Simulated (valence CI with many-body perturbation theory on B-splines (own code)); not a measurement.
Tc30+: electric-dipole lines

Level of theory: relativistic CI+MBPT: three valence electrons over a frozen Dirac-Fock core [Ne], a basis of 11 s, 11 p, 9 d, 7 f, 5 g, 2 h, 1 i functions for each j, with the one-electron correlation potential Σ1 (screened to all orders), the two-electron term Σ2, the three-electron term Σ3, Breit, model QED; selected single and double excitations, second order for the rest (own B-spline code, finite nucleus).

No measured spectrum was set against this ion. As an estimate, large intervals hold to a few tenths of a per cent, small ones and those within an open d or f shell to about a per cent.

Lines 151 to 200 of 277 in falling wavelength, among levels below 2862300 cm⁻¹, chosen from the strongest by gf and those to the six lowest levels. Wavelengths and rates use the calculated energies. Electric multipoles are in the length gauge, E1 and E2 with the static RPA response of the core. Weak lines are less certain than strong ones. Lines between different terms over intervals too small for the method are left out, as are lines whose strength nearly cancels. The highest levels of a list are the least certain.

Names give the largest LS component (configuration and term), which can be under half, so a name can repeat, a term be missing and a line seem to break the LS rules; names also repeat where a configuration has a term twice. Letters in brackets count levels of one name in rising energy.

| λ vac (Å) | Upper | Lower | A (s⁻¹) | log gf | Branch % |
| --- | --- | --- | --- | --- | --- |
| 100.5 | 3s3p3d ⁴D°_1/2 | 3s3p² ⁴P_3/2 | 2.44e+09 | -2.13 | 1.8 |
| 100.2 | 3s3p3d ⁴P°_5/2 | 3s3p² ⁴P_3/2 | 4.92e+10 | -0.35 | 63.7 |
| 100.1 | 3s3d² ⁴F_9/2 | 3s3p3d ⁴F°_9/2 | 5.13e+10 | -0.11 | 40.0 |
| 99.55 | 3s3p3d ⁴D°_5/2 | 3s3p² ²D_3/2 | 4.17e+08 | -2.43 | 0.3 |
| 99.30 | 3s3p3d ⁴F°_3/2 | 3s3p² ⁴P_1/2 | 6.37e+09 | -1.42 | 45.3 |
| 99.15 | 3s3p3d ⁴P°_1/2 | 3s3p² ²D_3/2 | 1.75e+09 | -2.29 | 1.8 |
| 99.12 | 3s3p3d ⁴P°_3/2 [a] | 3s3p² ²D_3/2 | 3.05e+10 | -0.75 | 28.9 |
| 98.79 | 3p²3d ²D_5/2 | 3s3p3d ⁴F°_5/2 [a] | 1.14e+10 | -1.00 | 7.6 |
| 98.63 | 3s3p3d ²P°_3/2 [b] | 3s3p² ²S_1/2 | 2.99e+10 | -0.76 | 11.5 |
| 98.39 | 3p²3d ⁴D_7/2 | 3s3p3d ⁴P°_5/2 | 1.74e+10 | -0.69 | 19.3 |
| 97.74 | 3s3p3d ²D°_5/2 [b] | 3s²3d ²D_3/2 | 6.25e+10 | -0.27 | 27.9 |
| 97.31 | 3s3p3d ⁴P°_3/2 [b] | 3s3p² ²D_3/2 | 9.67e+09 | -1.26 | 14.0 |
| 97.08 | 3s3p3d ²F°_7/2 [a] | 3s3p² ²D_5/2 | 5.05e+10 | -0.24 | 64.9 |
| 97.03 | 3p²3d ²F_7/2 [b] | 3s3p3d ²F°_5/2 [a] | 8.08e+09 | -1.04 | 4.6 |
| 96.20 | 3p²3d ⁴D_7/2 | 3s3p3d ⁴F°_7/2 | 1.30e+10 | -0.84 | 14.5 |
| 95.80 | 3s3p3d ²F°_5/2 [a] | 3s3p² ⁴P_5/2 | 2.00e+09 | -1.78 | 2.9 |
| 95.55 | 3s3d² ⁴F_3/2 [a] | 3s3p3d ⁴D°_1/2 | 4.75e+10 | -0.58 | 24.6 |
| 95.17 | 3p³ ²P°_1/2 | 3s3p² ⁴P_3/2 | 2.12e+09 | -2.24 | 2.5 |
| 95.01 | 3p²3d ⁴P_5/2 | 3s3p3d ⁴D°_3/2 | 4.54e+10 | -0.43 | 23.8 |
| 94.36 | 3s3p3d ²D°_3/2 [b] | 3s3p² ²P_1/2 | 1.19e+11 | -0.20 | 57.9 |
| 93.86 | 3s3d² ⁴F_3/2 [b] | 3s3p3d ⁴D°_1/2 | 2.26e+10 | -0.92 | 12.6 |
| 93.66 | 3p²3d ⁴F_9/2 [b] | 3s3p3d ⁴F°_7/2 | 1.01e+10 | -0.88 | 14.1 |
| 93.66 | 3s3d² ⁴F_3/2 [b] | 3s3p3d ⁴D°_3/2 | 1.72e+10 | -1.04 | 9.6 |
| 93.28 | 3p³ ⁴S°_3/2 | 3s3p² ⁴P_1/2 | 1.67e+10 | -1.06 | 18.3 |
| 93.24 | 3s3p3d ²D°_5/2 [a] | 3s3p² ²D_3/2 | 4.82e+08 | -2.42 | 0.5 |
| 92.74 | 3s3p3d ²D°_3/2 [a] | 3s3p² ⁴P_5/2 | 3.65e+09 | -1.73 | 2.6 |
| 92.43 | 3s3d² ⁴F_5/2 | 3s3p3d ⁴D°_3/2 | 2.56e+10 | -0.71 | 15.7 |
| 91.82 | 3p²3d ⁴D_3/2 | 3p³ ²D°_3/2 | 2.09e+10 | -0.98 | 20.3 |
| 91.55 | 3p²3d ⁴D_5/2 | 3p³ ²D°_3/2 | 1.80e+10 | -0.87 | 16.6 |
| 91.37 | 3s3d² ⁴F_7/2 | 3s3p3d ⁴P°_5/2 | 2.62e+10 | -0.58 | 18.1 |
| 91.30 | 3p²3d ²P_3/2 [b] | 3p³ ²P°_1/2 | 2.52e+10 | -0.90 | 16.9 |
| 90.93 | 3s3p3d ⁴D°_5/2 | 3s3p² ⁴P_5/2 | 8.18e+10 | -0.22 | 66.7 |
| 90.71 | 3s3p3d ⁴D°_7/2 | 3s3p² ⁴P_5/2 | 8.82e+10 | -0.06 | 88.9 |
| 90.71 | 3s3p3d ²F°_5/2 [a] | 3s3p² ⁴P_3/2 | 1.08e+08 | -3.10 | 0.2 |
| 90.65 | 3p²3d ²P_1/2 [b] | 3p³ ⁴S°_3/2 | 9.03e+10 | -0.65 | 61.4 |
| 90.57 | 3s3p3d ⁴P°_3/2 [a] | 3s3p² ⁴P_5/2 | 1.23e+10 | -1.22 | 11.7 |
| 90.34 | 3s3p3d ²F°_7/2 [b] | 3s3p² ²D_5/2 | 2.60e+10 | -0.59 | 18.8 |
| 89.55 | 3s3d² ⁴F_3/2 [a] | 3p³ ⁴S°_3/2 | 2.45e+10 | -0.93 | 12.6 |
| 89.48 | 3s3d² ⁴F_7/2 | 3s3p3d ⁴F°_7/2 | 6.09e+10 | -0.23 | 41.9 |
| 89.26 | 3p²3d ⁴P_5/2 | 3p³ ⁴S°_3/2 | 3.80e+10 | -0.57 | 19.9 |
| 89.06 | 3s3p3d ⁴P°_3/2 [b] | 3s3p² ⁴P_5/2 | 8.17e+09 | -1.41 | 11.9 |
| 88.52 | 3p²3d ²D_5/2 | 3p³ ²D°_3/2 | 3.68e+10 | -0.59 | 24.5 |
| 88.35 | 3p²3d ⁴P_3/2 | 3p³ ²D°_3/2 | 1.03e+11 | -0.32 | 58.8 |
| 88.22 | 3s3p3d ²D°_3/2 [b] | 3s3p² ²D_3/2 | 3.39e+10 | -0.80 | 16.5 |
| 88.18 | 3s3d² ⁴F_3/2 [b] | 3s3p3d ⁴F°_5/2 [b] | 1.99e+10 | -1.03 | 11.1 |
| 88.10 | 3p²3d ²F_7/2 [b] | 3s3p3d ⁴P°_5/2 | 1.30e+10 | -0.92 | 7.4 |
| 88.06 | 3s3d² ⁴F_3/2 [b] | 3p³ ⁴S°_3/2 | 4.89e+10 | -0.64 | 27.2 |
| 87.96 | 3s3p3d ²D°_3/2 [a] | 3s3p² ⁴P_3/2 | 4.99e+10 | -0.64 | 35.3 |
| 87.86 | 3s3d² ⁴P_1/2 | 3s3p3d ⁴D°_1/2 | 5.05e+10 | -0.93 | 25.6 |
| 87.82 | 3s²3d ²D_3/2 | 3s²3p ²P°_1/2 | 1.35e+11 | -0.21 | 81.9 |
